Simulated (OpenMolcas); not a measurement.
Os5+ among 5 point charges of -2 e arranged as a trigonal bipyramid (D3h), 1.79 Å from the ion, with the axial distance 1.718 Å.

```
Program             : OpenMolcas 26.06
Method              : CASSCF
Basis               : ANO-RCC-VTZP [8s7p5d3f2g1h]
Scalar Hamiltonian  : DKH2, point nucleus
Active space        : 3 electrons in 5 orbitals (5d)
State averaging     : 2S+1 = 4 even, 10 roots; 2S+1 = 2 even, 40 roots
Spin-orbit coupling : RASSI with atomic mean-field integrals over the reference wave functions
```

Q: What is the spin-free ground state (labels of D3, the rotations of D3h)?

A: 4E, 2-fold in its orbital part, 100 % from free-ion F terms; it has the highest spin that d3 allows.

Q: Where is the first state of the same spin?

A: 4E at 3930 cm-1 above the ground state.

Q: What are the lowest two levels with spin-orbit coupling?

A: A 2-fold level E1/2 with g = 0.70, 0.70, 1.15, then a 2-fold level E3/2 2147 cm-1 above it. Their leading multiplicities are 4 (88 %) and 4 (90 %).

Q: What is χT at 300 K?

A: 0.11 cm3 K/mol.

Spin-orbit coupling mixes the spin-free states strongly: the lowest level takes only 62 % from its leading state, 4E. An orbital doublet at a regular site is open to a Jahn-Teller distortion, which this geometry leaves out. Without dynamic correlation the repulsion within the d shell is too large (B by tens of per cent), so at a given field states of lower spin stand too high. Point charges carry no covalency, so the field is a model and not that of real ligands. No measured value stands beside these numbers.
